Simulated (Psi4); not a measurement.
HF5OW, singlet, at a GFN2-xTB geometry (such geometries of metal compounds can be far from the true shape) (core potentials on W); M06/def2-SVP in Psi4.

Here is a job for Psi4.
```
memory 2 GB

molecule {
0 1
W     0.00634034   -0.01303555    0.00301076
F    -0.78081071    1.60532460   -0.37077427
F     1.41436142    0.93232006    0.77031304
F     0.84277491    0.09380034   -1.65648816
F    -0.89290696    0.00926971    1.63268256
F    -1.46449346   -0.82925000   -0.79411864
O     0.78305903   -1.60994707    0.37184191
H     1.19601609   -2.45897504    0.56793790
}

set {
  basis def2-svp
}

energy('m06')
print_variables()
```

Q: Write the output that Psi4 gives for this input, abridged.

A: 
```
   => Loading Basis Set <=

    Name: DEF2-SVP
    Role: ORBITAL
    Keyword: BASIS

    !!!  WARNING: ECP capability is in beta. Please check occupations closely.  !!!

         ---------------------------------------------------------
                                   SCF
               by Justin Turney, Rob Parrish, Andy Simmonett
                          and Daniel G. A. Smith
                              RKS Reference
         ---------------------------------------------------------

  ==> Geometry <==

    Molecular point group: c1
    Full point group: C1

    Geometry (in Angstrom), charge = 0, multiplicity = 1:

       Center              X                  Y                   Z               Mass
    ------------   -----------------  -----------------  -----------------  -----------------
         W            0.012565690208    -0.025834698515     0.005966917623   183.950930920000
         F           -0.774585359792     1.592525451485    -0.367818112377    18.998403162730
         F            1.420586770208     0.919520911485     0.773269197623    18.998403162730
         F            0.849000260208     0.081001191485    -1.653532002377    18.998403162730
         F           -0.886681609792    -0.003529438515     1.635638717623    18.998403162730
         F           -1.458268109792    -0.842049148515    -0.791162482377    18.998403162730
         O            0.789284380208    -1.622746218515     0.374798067623    15.994914619570
         H            1.202241440208    -2.471774188515     0.570894057623     1.007825032230

  Running in c1 symmetry.

  Rotational constants: A =      0.06580  B =      0.06580  C =      0.06412 [cm^-1]
  Rotational constants: A =   1972.71936  B =   1972.71935  C =   1922.27190 [MHz]
  Nuclear repulsion =  448.966405444290331

  Charge       = 0
  Multiplicity = 1
  Electrons    = 68
  Nalpha       = 34
  Nbeta        = 34

  ==> Algorithm <==

  SCF Algorithm Type is DF.
  DIIS enabled.
  MOM disabled.
  Fractional occupation disabled.
  Guess Type is SAD.
  Energy threshold   = 1.00e-06
  Density threshold  = 1.00e-06
  Integral threshold = 1.00e-12

  ==> Primary Basis <==

  Basis Set: DEF2-SVP
    Blend: DEF2-SVP
    Number of shells: 51
    Number of basis functions: 121
    Number of Cartesian functions: 132
    Spherical Harmonics?: true
    Max angular momentum: 3

  Core potential: DEF2-SVP
    Number of shells: 4
    Number of ECP primitives: 10
    Number of ECP core electrons: 60
    Max angular momentum: 3

  ==> DFT Potential <==

   => LibXC <=

    Version 7.1.2
    S. Lehtola, C. Steigemann, M. J. T. Oliveira, and M. A. L. Marques,  SoftwareX 7, 1–5 (2018) (10.1016/j.softx.2017.11.002)

   => Composite Functional: M06 <=

    M06 Meta-GGA XC Functional  (10.1007/s00214-007-0310-x)
    Y. Zhao and D. G. Truhlar,  Theor. Chem. Acc., 120, 215, 2008

    Deriv               =              1
    GGA                 =           TRUE
    Meta                =           TRUE

    Exchange Hybrid     =           TRUE
    MP2 Hybrid          =          FALSE

   => Exchange Functionals <=

    1.0000   XC_HYB_MGGA_X_M06

   => Exact (HF) Exchange <=

    0.2700               HF

   => Correlation Functionals <=

    1.0000    XC_MGGA_C_M06

   => LibXC Density Thresholds  <==

    XC_MGGA_C_M06:  1.00E-12
    XC_HYB_MGGA_X_M06:  1.00E-15

   => Molecular Quadrature <=

    Radial Scheme          =       TREUTLER
    Pruning Scheme         =           NONE
    Nuclear Scheme         =       TREUTLER

    Blocking Scheme        =         OCTREE
    BS radius alpha        =              1
    Pruning alpha          =              1
    Radial Points          =             75
    Spherical Points       =            302
    Total Points           =         173943
    Total Blocks           =           1386
    Max Points             =            256
    Max Functions          =            117
    Weights Tolerance      =       1.00E-15

   => Loading Basis Set <=

    Name: (DEF2-SVP AUX)
    Role: JKFIT
    Keyword: DF_BASIS_SCF

  ==> Integral Setup <==

  SCF_SUBTYPE=INCORE selected. In-core MEM_DF algorithm will be used.
  Using in-core AOs.

  ==> MemDFJK: Density-Fitted J/K Matrices <==

    J tasked:                   Yes
    K tasked:                   Yes
    wK tasked:                   No
    Algorithm:                 Core
    Schwarz Cutoff:           1E-12
    Mask sparsity (%):       3.8932
    Fitting Condition:        1E-10

   => Auxiliary Basis Set <=

  Basis Set: (DEF2-SVP AUX)
    Blend: DEF2-UNIVERSAL-JKFIT
    Number of shells: 201
    Number of basis functions: 707
    Number of Cartesian functions: 919
    Spherical Harmonics?: true
    Max angular momentum: 6

  Minimum eigenvalue in the overlap matrix is 7.4575483619E-03.
  Reciprocal condition number of the overlap matrix is 1.7800357312E-03.
    Using symmetric orthogonalization.

  ==> Pre-Iterations <==

  SCF Guess: Superposition of Atomic Densities via on-the-fly atomic UHF (no occupation information).

   -------------------------
    Irrep   Nso     Nmo
   -------------------------
     A        121     121
   -------------------------
    Total     121     121
   -------------------------

  ==> Iterations <==

                           Total Energy        Delta E     RMS |[F,P]|

   @DF-RKS iter SAD:  -640.19302749989788   -6.40193e+02   0.00000e+00
   @DF-RKS iter   1:  -640.92116087582963   -7.28133e-01   1.19623e-02 DIIS/ADIIS
   @DF-RKS iter   2:  -634.40316597585945    6.51799e+00   3.34743e-02 DIIS/ADIIS
   @DF-RKS iter   3:  -641.52839072087295   -7.12522e+00   6.60312e-03 DIIS/ADIIS
   @DF-RKS iter   4:  -641.68942680603243   -1.61036e-01   3.30912e-03 DIIS/ADIIS
   @DF-RKS iter   5:  -641.74757517537512   -5.81484e-02   6.42529e-04 DIIS/ADIIS
   @DF-RKS iter   6:  -641.74993597946798   -2.36080e-03   1.00547e-04 DIIS/ADIIS
   @DF-RKS iter   7:  -641.74998927429772   -5.32948e-05   3.57466e-05 DIIS
   @DF-RKS iter   8:  -641.74999530448383   -6.03019e-06   1.18463e-05 DIIS
   @DF-RKS iter   9:  -641.74999602825881   -7.23775e-07   1.88942e-06 DIIS
   @DF-RKS iter  10:  -641.74999604107302   -1.28142e-08   1.07997e-06 DIIS
   @DF-RKS iter  11:  -641.74999604662207   -5.54905e-09   3.31831e-07 DIIS
  Energy and wave function converged.

  ==> Post-Iterations <==

   Electrons on quadrature grid:
      Ntotal   =   67.9998835673 ; deviation = -1.164e-04

    Orbital Energies [Eh]
    ---------------------

    Doubly Occupied:

[...]
      34A     -0.432475

    Virtual:

[...]
    Final Occupation by Irrep:
              A
    DOCC [    34 ]
    NA   [    34 ]
    NB   [    34 ]

  @DF-RKS Final Energy:  -641.74999604662207

   => Energetics <=

    Nuclear Repulsion Energy =            448.9664054442903307
    One-Electron Energy =               -1807.6598253033398578
    Two-Electron Energy =                 767.8893760759430052
    DFT Exchange-Correlation Energy =     -50.9459522635155153
    Empirical Dispersion Energy =           0.0000000000000000
    VV10 Nonlocal Energy =                  0.0000000000000000
    Total Energy =                       -641.7499960466220728

Computation Completed

Properties will be evaluated at   0.000000,   0.000000,   0.000000 [a0]

Properties computed using the SCF density matrix

 Multipole Moments:

 ------------------------------------------------------------------------------------
     Multipole            Electronic (a.u.)      Nuclear  (a.u.)        Total (a.u.)
 ------------------------------------------------------------------------------------

 L = 1.  Multiply by 2.5417464519 to convert [e a0] to [Debye]
 Dipole X            :          0.6326180            0.0810763            0.7136943
 Dipole Y            :         -1.3006434           -0.1666909           -1.4673343
 Dipole Z            :          0.3004045            0.0385000            0.3389045
 Magnitude           :                                                    1.6665190

 ------------------------------------------------------------------------------------

  Variable Map:
  ----------------------------------------------------------------------------
[...]
  Array Variable Map:
  ----------------------------------------------------------------------------
[...]
[...]
```
